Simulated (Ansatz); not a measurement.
Species: C2H5F2Si, charge -1, multiplicity 1. It need not be the lowest isomer of its formula. Whether it binds its extra electron was not tested at this geometry. 
Structure (B3LYP-D3(BJ)/def2-TZVP (Ansatz, a first-principles code) minimum search):
SMILES: [Si](C)([CH2-])(F)F
```xyz
10

Si    -0.1412    -0.0432     0.0132
F      0.0752     1.1951     1.0741
F      0.0015     0.6558    -1.4689
C     -1.6341    -0.8976     0.2377
C      1.5798    -0.8462     0.1337
H     -2.0570    -1.0664     1.2230
H     -2.1090    -1.4465    -0.5693
H      1.7163    -1.2892     1.1245
H      1.6664    -1.6546    -0.5982
H      2.3956    -0.1347    -0.0409
```
Charge -1, spin multiplicity 1.

Basis-set convergence of Hartree-Fock and CCSD correlation energies (hartree) with Ansatz. Valence correlation only, unless marked. Spin-orbit coupling is left out. No relativistic terms. This anion needs diffuse functions, which these sets lack.

| basis | functions | E(HF) | E(corr, CCSD) |
|---|---|---|---|
| cc-pV(D+d)Z | 104 | -566.57578 | -0.80173 |
| cc-pV(T+d)Z | 229 | -566.70032 | -1.01693 |
| cc-pV(Q+d)Z | 434 | -566.73184 | -1.09060 |
| cc-pV(5+d)Z | 739 | … | … |

Question: Complete the blanks.

Answer: 
- cc-pV(5+d)Z, E(HF): -566.73969
- cc-pV(5+d)Z, E(corr, CCSD): -1.11672
